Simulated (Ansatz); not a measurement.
Ansatz results at the PBE0-D4/def2-TZVP geometry: HOMO–LUMO gap (PBE/def2-TZVPP) 4.45 eV; size of the dipole moment (B3LYP/def2-TZVPP) 0.90 D; LUMO energy (B3LYP/def2-TZVPP) -0.30 eV.

Each molecule was computed in one conformer, which needn't be the lowest.

Task: Which molecule gave them?
A. `C[CH](C)[Zn][NH2]`
B. `[SiH3][N]([SiH3])[Zn][Cl]`
C. `C[CH2][Zn][F]`
D. `[CH3][Zn][N](C)C`

Result: A. The others give `[CH3][Zn][N](C)C`: 3.62, 0.43, -0.23; `C[CH2][Zn][F]`: 5.61, 3.05, -0.82; `[SiH3][N]([SiH3])[Zn][Cl]`: 4.09, 0.92, -1.72.

B3LYP here is the variant with VWN-RPA as its local correlation; programs differ in this.
